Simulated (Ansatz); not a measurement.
Basis-set extrapolation for CH6FN3Si, SMILES `NC1(F)N[SiH2]N1` (PBE0-D4/def2-TZVP geometry, frozen core, the Gaussian-basis code of Ansatz). Multiplicity 1, RHF reference.

```csv
,def2-TZVPP,def2-QZVPP
HF,-593.253978,-593.277160
MP2 correlation,-1.154098,-1.243252
CCSD(T) correlation,-1.231402,not run
```

Energies in hartree. Use E(X) = E(∞) + A·exp(−7.88·√X) for Hartree–Fock and E(X) = E(∞) + B·X^(−2.97) for correlation, with X = 3 and 4, and add CCSD(T) minus MP2 of the smaller set to the MP2 limit.

Question: What is the CCSD(T) energy at the basis-set limit?

Answer: HF limit: -593.277160 + (-0.023182) × 0.13774 = -593.28035. MP2 limit: -1.243252 + (-0.089154) × 0.74074 = -1.30929. Higher-order term: -1.231402 − (-1.154098) = -0.07730. Total: -594.66694 hartree, 476.7 kJ/mol below CCSD(T)/def2-TZVPP.
